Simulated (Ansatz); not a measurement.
Reaction (ligand exchange at the Si–O bond): `NB(Cl)O[SiH3]` + `[OH][Ga]([OH])[Cl]` → `[OH][Ga]([Cl])[O][SiH3]` + `NB(O)Cl`

Program: Ansatz. Geometries: PBE0-D4/def2-TZVP. ΔE: electronic, gas phase. CCSD(T)/CBS is the MP2 limit (def2-TZVPP, def2-QZVPP) plus CCSD(T) − MP2 in def2-TZVPP, frozen cores. For Ga outer-core shells are correlated without core-valence functions, which leaves a few kJ/mol of doubt a bond. Scalar relativity is left out up to krypton. Each species was taken in one conformer, which may not be the lowest.

```tsv
level	ΔE (eV)
MP2/def2-TZVPP	-0.20
SCS-MP2/def2-QZVPP	-0.19
```

Problem. What does CCSD(T)/CBS give? (An estimate is asked.)

Solution. The calculation gave: -0.17 eV. The listed levels differ from it by -0.03, -0.02 eV.

Largest T1 diagnostic among the species: 0.013.
